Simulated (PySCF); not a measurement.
PbCl3, SMILES [Cl][Pb-]([Cl])[Cl], charge -1.

Geometry optimised at PBE0-D3(BJ)/def2-SVPD. The isomer is the one that the SMILES or the coordinates give; other isomers of the formula were not compared. The def2 effective core potentials stand for the cores of Pb; spin–orbit coupling is left out.

These are PBE/def2-TZVPD in PySCF values and carry that method's errors.

Symmetry labels are those of the subgroup Cs that the program uses (full group C3v).

Problem. List the valence orbital energies around the gap with their symmetry. (The exact figures need the calculation; the answer reports its results.)

Solution. 
```json
[
 {"orbital": "HOMO−7", "symmetry": "A\"", "energy (eV)": "-3.98"},
 {"orbital": "HOMO−6", "symmetry": "A'", "energy (eV)": "-3.36"},
 {"orbital": "HOMO−5", "symmetry": "A'", "energy (eV)": "-2.96"},
 {"orbital": "HOMO−4", "symmetry": "A\"", "energy (eV)": "-2.96"},
 {"orbital": "HOMO−3", "symmetry": "A\"", "energy (eV)": "-2.78"},
 {"orbital": "HOMO−2", "symmetry": "A'", "energy (eV)": "-2.78"},
 {"orbital": "HOMO−1", "symmetry": "A\"", "energy (eV)": "-2.70"},
 {"orbital": "HOMO", "symmetry": "A'", "energy (eV)": "-2.32"},
 {"orbital": "LUMO", "symmetry": "A'", "energy (eV)": "1.74"},
 {"orbital": "LUMO+1", "symmetry": "A'", "energy (eV)": "2.31"},
 {"orbital": "LUMO+2", "symmetry": "A\"", "energy (eV)": "2.31"},
 {"orbital": "LUMO+3", "symmetry": "A'", "energy (eV)": "2.91"}
]
```
